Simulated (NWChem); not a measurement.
System: C2H2ClI; SMILES Cl/C=C\I

Output (shortened):

```
             Northwest Computational Chemistry Package (NWChem) 7.3.0
             --------------------------------------------------------

 CS  symmetry detected

                             Geometry "geometry" -> ""
                             -------------------------

 Output coordinates in angstroms (scale by  1.889725989 to convert to a.u.)

  No.       Tag          Charge          X              Y              Z
 ---- ---------------- ---------- -------------- -------------- --------------
    1 Cl                  17.0000     0.59167842     2.44235908     0.00000000
    2 C                    6.0000    -0.97715170     1.75594139     0.00000000
    3 C                    6.0000    -1.25743581     0.45286125     0.00000000
    4 I                   53.0000     0.14021769    -1.08274983     0.00000000
    5 H                    1.0000    -1.78528601     2.49314804     0.00000000
    6 H                    1.0000    -2.29725930     0.11967265     0.00000000

 Effective nuclear repulsion energy (a.u.)     368.5283856380

      Symmetry information
      --------------------

 Group name             Cs
 Group number              2
 Group order               2
 No. of unique centers     6

                                 NWChem DFT Module
                                 -----------------

 Summary of "ao basis" -> "ao basis" (spherical)
 ------------------------------------------------------------------------------
       Tag                 Description            Shells   Functions and Types
 ---------------- ------------------------------  ------  ---------------------
 Cl                          sto-3g                  5        9   3s2p
 C                           sto-3g                  3        5   2s1p
 I                           sto-3g                 11       27   5s4p2d
 H                           sto-3g                  1        1   1s

      Symmetry analysis of basis
      --------------------------

        a'         36
        a"         12

            General Information
            -------------------
          SCF calculation type: DFT
          Wavefunction type:  closed shell.
          No. of atoms     :     6
          No. of electrons :    84
           Alpha electrons :    42
            Beta electrons :    42
          Charge           :     0
          Spin multiplicity:     1
          Use of symmetry is: on ; symmetry adaption is: on
          Maximum number of iterations: 150
          AO basis - number of functions:    48
                     number of shells:    24
          Convergence on energy requested:  1.00D-06
          Convergence on density requested:  1.00D-05
          Convergence on gradient requested:  5.00D-04

              XC Information
              --------------
                  TPSS metaGGA Exchange Functional  1.000
             TPSS03 metaGGA Correlation Functional  1.000

             Grid Information
             ----------------
          Grid used for XC integration:  medium
          Radial quadrature: Mura-Knowles
          Angular quadrature: Lebedev.
          Tag              B.-S. Rad. Rad. Pts. Rad. Cut. Ang. Pts.
          ---              ---------- --------- --------- ---------
          Cl                  1.00       88          10.0       590
          C                   0.70       49           8.0       434
          I                   1.40      123          10.0       590
          H                   0.35       45          10.0       434
          Grid pruning is: on
          Number of quadrature shells:   399
          Spatial weights used:  Erf1

      Superposition of Atomic Density Guess
      -------------------------------------

 Sum of atomic energies:       -7380.52509081

      Non-variational initial energy
      ------------------------------

 Total energy =   -7381.148583
 1-e energy   =  -10909.442091
 2-e energy   =    3159.765123
 HOMO         =      -0.086138
 LUMO         =       0.242314

      Symmetry analysis of molecular orbitals - initial
      -------------------------------------------------

  Numbering of irreducible representations:

     1 a'          2 a"

  Orbital symmetries:

     1 a'          2 a'          3 a'          4 a'          5 a"
     6 a'          7 a'          8 a'          9 a'         10 a"
    11 a'         12 a'         13 a"         14 a'         15 a"
    16 a'         17 a'         18 a'         19 a'         20 a'
    21 a"         22 a'         23 a'         24 a'         25 a"
    26 a'         27 a'         28 a"         29 a'         30 a"
    31 a'         32 a'         33 a'         34 a'         35 a'
    36 a'         37 a"         38 a'         39 a'         40 a"
    41 a'         42 a"         43 a'         44 a"         45 a'
    46 a'         47 a'         48 a'

     ---------------------------------------------
      Total Density - Mulliken Population Analysis
     ---------------------------------------------

    Atom       Charge   Shell Charges
 -----------   ------   -------------------------------------------------------
    1 Cl  17    17.33   2.00  2.00  5.99  1.93  5.41
    2 C    6     5.73   1.99  1.22  2.52
    3 C    6     5.91   1.99  1.27  2.64
    4 I   53    53.20   2.00  2.00  6.00  2.00  6.00  2.00  6.00  1.91  5.30 10.00 10.00
    5 H    1     0.91   0.91
    6 H    1     0.91   0.91

[...]
```

Level: TPSS/STO-3G, non-relativistic. Coordinates come from a PBE0/def2-SVP (def2 core potentials past Kr) optimisation.

Task: Write an input that gives this output.

Result: This is not unique; one that fits is the input that was run:
```
start job
memory heap 200 mb stack 900 mb global 1100 mb
geometry units angstroms noautoz
  Cl     0.609185     2.421369     0.000000
  C     -0.968365     1.755236     0.000000
  C     -1.265427     0.455878     0.000000
  I      0.112311    -1.097626     0.000000
  H     -1.766927     2.502801     0.000000
  H     -2.309460     0.136124     0.000000
end
basis spherical
  * library sto-3g
end
dft
  xc xtpss03 ctpss03
  iterations 150
  mulliken
end
task dft energy
```
